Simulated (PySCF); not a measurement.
# Computed records: CH4AlO

Calculation on a computer-drawn molecule: the log of a Hartree-Fock and frozen-core CCSD(T) single point meant for a local Hartree-Fock minimum, with one planted fault or none, to be diagnosed. Offsets are logged minus clean, where the clean run is the same molecule without the fault. The reference is restricted for singlets and unrestricted otherwise, and also for a bond in bohr or an excited solution. Adding or removing an electron swaps singlet and doublet. The excited solution moves the top pair (singlet) or top alpha electron (doublet) to the lowest empty orbital. Highest occupied and lowest empty are orbital energies over both spins, largest force is the largest gradient component, triples share is (T) over the correlation energy, the T1 limit is 0.02 restricted and 0.045 unrestricted, electrons count all cores, a negative frequency is imaginary (commonest isotopes), and the dipole is about the centre of nuclear charge. Program: PySCF 2.14.0.

```xyz
7
formula=CH4AlO meant_charge=0 meant_multiplicity=2 meant_basis=cc-pV(D+d)Z logged_electrons=31 logged_basis_functions=71 logged_SCF_converged=yes logged_spin_squared=3.7688 logged_highest_occupied=-4.566 logged_lowest_empty=-2.8356 logged_largest_force=0.10514 logged_T1_diagnostic=0.040823 logged_D1_diagnostic=0.21576 logged_triples_share=0.02847 logged_CC_converged=yes logged_dipole_magnitude=6.5893 logged_SCF_stable_within_its_kind=yes logged_energy_HF=-356.70565 logged_energy_CCSD(T)=-357.1179 possible_faults=no_fault,one_electron_removed,one_electron_added,multiplicity_raised_by_two,geometry_at_a_saddle_point,SCF_held_on_an_excited_solution,minimal_basis_STO-3G,one_bond_length_entered_in_bohr,all_coordinates_scaled planted_fault=multiplicity_raised_by_two HF_energy_offset_from_clean_run=138.2 CCSD(T)_energy_offset_from_clean_run=141.9
O     -2.4736    -2.1530    -2.7550
C     -1.5026    -2.2194    -1.8064
Al    -0.7143    -0.6168    -1.0855
H     -2.7608    -3.0172    -3.0095
H     -1.2354    -3.2371    -1.5157
H      0.4086    -0.7996     0.0136
H     -1.1772     0.8089    -1.5783
```

Units: logged_highest_occupied, logged_lowest_empty in eV; logged_largest_force in hartree/bohr; logged_dipole_magnitude in debye; logged_energy_HF, logged_energy_CCSD(T) in hartree; HF_energy_offset_from_clean_run, CCSD(T)_energy_offset_from_clean_run in kcal/mol.

Drawn bonds:
```
atom  other atom  order
   1           2      1
   2           3      1
   1           4      1
   2           5      1
   3           6      1
   3           7      1
```
